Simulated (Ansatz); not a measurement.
Computed with Ansatz on PBE0-D4/def2-TZVP structures; ΔE is electronic, products minus reactants. CCSD(T)/CBS is the MP2 limit (def2-TZVPP, def2-QZVPP) plus CCSD(T) − MP2 in def2-TZVPP, frozen cores. This one scheme is used for every species. Functionals use def2-TZVPP. For Ge, Se outer-core shells are correlated without core-valence functions, which leaves a few kJ/mol of doubt a bond. Scalar relativity is left out up to krypton. One conformer a species, not always the lowest.

`O[SiH](F)[NH][GeH3]` + H₂Se → `[GeH3][SeH]` + `N[SiH](O)F`  (ligand exchange at a Ge–N bond)

```tsv
species	r2SCAN-D4 energy (Eh)
`O[SiH](F)[NH][GeH3]`	-2600.06003
H₂Se	-2402.73617
`[GeH3][SeH]`	-4480.95409
`N[SiH](O)F`	-521.86203
```

Question: Work out ΔE.

Answer: ΔE = (-4480.95409) + (-521.86203) − (-2600.06003) − (-2402.73617) = -0.01992 Eh = -12.5 kcal/mol. CCSD(T)/CBS gives -11.3 kcal/mol.

Largest T1 diagnostic among the species: 0.012.

Leaving LDA and LC-ωPBE aside and taking each functional with its dispersion term where it has one, the values, not all of them listed here, spread over 2.3 kcal/mol, from HSE06-D4 to CAM-B3LYP-D4. LDA lies +1.4 kcal/mol from PBE without D4. The D4 term adds +1.2 kcal/mol with B3LYP and +0.7 kcal/mol with PBE0; it sums over pairs of atoms, weighted by their polarisabilities, and B3LYP, whose exchange is more repulsive, gets the larger term.

B3LYP here is the variant with VWN-RPA as its local correlation; programs differ in this.
